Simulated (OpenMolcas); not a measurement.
# Pb⁺: effect of the active space

```
Program             : OpenMolcas
Method              : CASSCF or its RAS form
Basis               : ANO-R1
Scalar Hamiltonian  : X2C, finite nucleus
Spin-orbit coupling : state interaction with AMFI integrals over the reference wave functions, term energies averaged over their components
```

A. 3 electrons in 4 orbitals (6s 6p); 2S+1 = 4 odd, 1 root (0 in the spin-orbit step); 2S+1 = 2 odd, 3 roots; 2S+1 = 4 even, 3 roots; 2S+1 = 2 even, 9 roots; cost of the order of 13 core-seconds
B. 3 electrons in 9 orbitals (RAS2 6s 6p; RAS3 6d, at most 2 electrons); 2S+1 = 2 odd, 3 roots; 2S+1 = 2 even, 5 roots (0 in the spin-orbit step); 2S+1 = 4 even, 3 roots kept (CI in the orbitals of an earlier block); cost roughly 30 core-seconds

Energies in cm-1 above 6s2 6p 2P* 1/2, the measured ground level; measured values from NIST Handbook of Basic Atomic Spectroscopic Data.

```csv
Level,A,B,Measured
6s2 6p 2P* 1/2,0.0,0.0,0.0
6s2 6p 2P* 3/2,12964,13425,14081
6s 6p2 4P 1/2,51289,56177,57910
```

Deviations, from unrounded energies. A percentage is the sum of absolute deviations over the sum of measured energies, with the sign that they share, or ± where signs differ.

| Against measurement | Levels | A | B |
| --- | --- | --- | --- |
| mean absolute deviation (cm-1) | 2 | 3900 | 1200 |
| fine structure of the ground term (%) | 1 | -7.9 | -4.7 |
| other configurations (%) | 1 | -11.4 | -3.0 |

B lies closest to measurement on these levels. The largest miss of B in the table is 6s 6p2 4P 1/2, by -1700 cm-1. The ranking rests on the paired levels alone, and a cruder setting can come out closer through cancelling errors.

Between A and B the level of the table that moves most is 6s 6p2 4P 1/2, by 4900 cm-1 (lowest in A, highest in B).

Some high roots are left out of the spin-orbit mixing, which shifts the levels that they would mix with. Spin-orbit splittings of 6p shells tend to come out small when the coupling is added on scalar orbitals. Terms of s pⁿ other than that of highest spin mix with s² pⁿ⁻² d, which this space lacks; all of them can be thousands of cm-1 off, and some have no real level of that name (holds for A). Terms from blocks run as CI alone lack orbitals of their own (holds for B). Active for correlation alone: 6d; no level in the range computed is led by a configuration that fills it, so any true level of that kind is missing (holds for B). Measured partners are found by configuration, term and J. A level has none where our copy of the source lacks it or the pairing is in doubt (some pairs that miss far off the trend of their configuration count as doubtful), and it then counts in no deviation. Levels of configurations outside the active space are missing. Levels that lie high or do not pair safely by name in every column are left out.

* marks odd parity.
